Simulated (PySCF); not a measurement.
Isomers of H2B2O. Isolated molecules, 0 K electronic values unless said otherwise. One relaxed conformer stands for each flexible species; it need not be the lowest. Strings in code marks are SMILES.

Computed with PySCF 2.14.0 with TPSSh-D3(BJ)/def2-TZVP // B3LYP-D3(BJ)/def2-TZVP. All candidates: neutral, multiplicity 1. Excitations are Tamm–Dancoff values on a coarser integration grid. The basis has no diffuse functions, so Rydberg states are missing or too high.

| Property | Result |
|---|---|
| LUMO | -3.83 eV |
| HOMO–LUMO gap | 5.32 eV |
| T1 excitation (TDA) | 4.32 eV |

Problem. Which member has these values?
A) `B1BO1`
B) `BB=O` (H–B–B–O torsion 29°)
C) `[H]/B=B/O` (B–B–O–H torsion 180°)

Solution. B, `BB=O` (H–B–B–O torsion 29°). The others give `[H]/B=B/O` (B–B–O–H torsion 180°): -3.56 eV, 1.01 eV, 3.69 eV; `B1BO1`: -2.04 eV, 4.79 eV, 3.17 eV
